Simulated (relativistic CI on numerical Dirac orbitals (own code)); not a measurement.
## Pr28+: q coefficients and field-shift factors

Method of calculation: Dirac-Coulomb-Breit CI, KLI orbitals optimised for each configuration, derivatives by finite differences, unscaled Slater integrals, QED left out (own radial code, finite nucleus).

CI space (outside the closed core [Ar] 3d10): 4s2 4p, 4s 4p2, 4s2 4d, 4p3, 4s 4p 4d, 4s2 4f, 4p 4d2, 4s 4p 4f. Levels of other configurations are missing.

With x = (α/α₀)² − 1 an excitation energy changes as ω = ω₀ + qx; K = 2q/ω₀ is the relative enhancement. Terms are leading LS components, so labels can repeat. The field-shift factor is F = δν/δ⟨r²⟩ for the transition from the lowest level.

Lowest level 4s2 4p 2P°_1/2.

| Level | ω₀ (cm⁻¹) | q (cm⁻¹) | K | F (GHz/fm²) |
| --- | --- | --- | --- | --- |
| 4s2 4p 2P°_3/2 | 229380 | 258100 | 2.25 | -15.2 |
| 4s 4p2 4P_1/2 | 497335 | 75720 | 0.304 | -380 |
| 4s 4p2 4P_3/2 | 660357 | 306300 | 0.928 | -391 |
| 4s 4p2 4P_5/2 | 708383 | 316700 | 0.894 | -387 |
| 4s 4p2 2D_3/2 | 786130 | 316500 | 0.805 | -375 |
| 4s 4p2 2P_1/2 | 825382 | 289200 | 0.701 | -393 |
| 4s 4p2 2D_5/2 | 921699 | 538200 | 1.17 | -381 |
| 4s 4p2 2S_1/2 | 1051099 | 548200 | 1.04 | -405 |
| 4s 4p2 2P_3/2 | 1059004 | 488300 | 0.922 | -338 |
| 4s2 4d 2D_3/2 | 1143161 | 334800 | 0.586 | -93.3 |
| 4s2 4d 2D_5/2 | 1179465 | 333300 | 0.565 | -34.1 |
| 4p3 2P°_3/2 | 1286075 | 358400 | 0.557 | -751 |
| 4p3 4S°_3/2 | 1465122 | 541600 | 0.739 | -684 |
| 4p3 2D°_5/2 | 1468405 | 544800 | 0.742 | -667 |
| 4s 4p 4d 4F°_3/2 | 1494199 | 375900 | 0.503 | -454 |
| 4s 4p 4d 4F°_5/2 | 1530881 | 382900 | 0.5 | -430 |
| 4p3 2P°_1/2 | 1553171 | 610500 | 0.786 | -761 |
| 4s 4p 4d 4F°_7/2 | 1594029 | 405600 | 0.509 | -389 |
| 4s 4p 4d 4P°_5/2 | 1595602 | 379100 | 0.475 | -405 |
| 4s 4p 4d 4D°_3/2 | 1598434 | 355900 | 0.445 | -390 |
| 4s 4p 4d 4D°_1/2 | 1601783 | 348500 | 0.435 | -390 |
| 4s 4p 4d 2F°_5/2 | 1676545 | 399800 | 0.477 | -420 |
| 4s 4p 4d 2D°_3/2 | 1703984 | 440800 | 0.517 | -460 |

At this charge energies of transitions that change n are usually good to better than 1 %, and those within a shell (Δn = 0) to a few per cent.
